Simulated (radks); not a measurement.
Results of a calculation; reference values are marked as such.
The cobalt ion Co3+, 24 electrons, occupied as [Ar] 3d6.

Code: a radial shooting solver on a logarithmic mesh with Libxc functionals. Model: scalar-relativistic Kohn-Sham, PBE, spin-unpolarised, spherical densities, finite nucleus; Fermi nuclear charge, rms radius 3.7875 fm.

Energy parts (eV):
| part | energy |
|---|---|
| total | -37847.610 |
| kinetic | 38338.473 |
| electron-nucleus | -89748.515 |
| Hartree | 15148.697 |
| exchange-correlation | -1586.265 |

Orbitals (lengths in bohr, moments of r in powers of bohr; <r^-3> diverges for s and p1/2):
orbital  occ.  eigenvalue (eV)       <r^4>  <r^-3>      <r>     <r^2>
1s          2        -7632.235  0.00004639       -  0.05619  0.004247
2s          2        -938.3030     0.01034       -   0.2554   0.07703
2p          6        -809.2330    0.007839   549.2   0.2250   0.06215
3s          2        -140.7469      0.7448       -   0.7682    0.6803
3p          6        -103.7623       1.003   70.64   0.8052    0.7621
3d          6         -45.1661       2.849   6.708   0.9402     1.117

The highest occupied level is 3d at -45.166 eV. Summed over all electrons, <r^2> = 13.17 bohr^2, which gives a Langevin (diamagnetic) susceptibility term of -10.4 x 10^-6 cm^3/mol. The electron density at the nucleus is 1.737e+04 e/bohr^3 (large components only).
